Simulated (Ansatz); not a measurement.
Level of theory: frozen-core CCSD(T)/def2-TZVPP // BP86-D3(BJ)/def2-SVP in Ansatz (a quantum-chemistry and plane-wave program).

Ansatz 0.2 input:
```yaml
crystal:
  periodic: [false, false, false]
  atoms:
    - { symbol: Zn, position_ang: [0.057343, 0.043558, -0.061793] }
    - { symbol: O, position_ang: [-0.988396, 0.086962, -1.503814] }
    - { symbol: H, position_ang: [-0.642288, -0.478778, -2.220898] }
    - { symbol: Br, position_ang: [1.254914, 0.098602, 1.828094] }
basis:
  gaussian: { orbitals: def2-TZVPP }
correlation:
  method: ccsd_t
```

Output:

```
Functional definition: HF
1061 factors; integrals over basis functions are off by at most 8.9e-4 eV
mean field evaluation 1: about -120428.1495 eV, gradient 4.2e1 eV
mean field evaluation 2: about -120428.3824 eV, gradient 4.2e1 eV
mean field evaluation 4: about -120431.6047 eV, gradient 3.7e0 eV
mean field evaluation 8: about -120431.6428 eV, gradient 5.8e-1 eV
mean field evaluation 16: about -120428.1496 eV, gradient 4.2e1 eV
mean field -120431.64375949 eV, -4425.7812766611 hartree, gradient 3.7e-6 eV, S^2 0.000000; 0 other end points of the search recorded, 0 dependent functions left out
15 core orbitals not correlated
reference -120431.64375949 eV, -4425.7812766611 hartree; 22, 22 occupied and 120, 120 virtual orbitals, 1061 factors
second order -36.67808421 eV of doubles, -0.00000000 eV of singles
cycle   1  -33.15434303 eV  change     3.5e0 eV  update   1.6e-1
cycle   2  -34.39315867 eV  change    -1.2e0 eV  update   7.2e-2
cycle   3  -34.62923189 eV  change   -2.4e-1 eV  update   2.4e-2
cycle   4  -34.58120485 eV  change    4.8e-2 eV  update   1.0e-2
cycle   5  -34.55643780 eV  change    2.5e-2 eV  update   3.7e-3
cycle   6  -34.56181885 eV  change   -5.4e-3 eV  update   1.4e-3
cycle   7  -34.56210920 eV  change   -2.9e-4 eV  update   5.9e-4
cycle   8  -34.56121259 eV  change    9.0e-4 eV  update   2.1e-4
cycle   9  -34.56143545 eV  change   -2.2e-4 eV  update   6.9e-5
cycle  10  -34.56156162 eV  change   -1.3e-4 eV  update   2.7e-5
cycle  11  -34.56147778 eV  change    8.4e-5 eV  update   1.3e-5
cycle  12  -34.56147220 eV  change    5.6e-6 eV  update   6.2e-6
perturbative correction -0.95884389 eV, -0.0352368631 hartree
Total energy: -120467.16407558 eV, -4427.0866242011 hartree
```

Cost: very roughly 80 core-seconds.
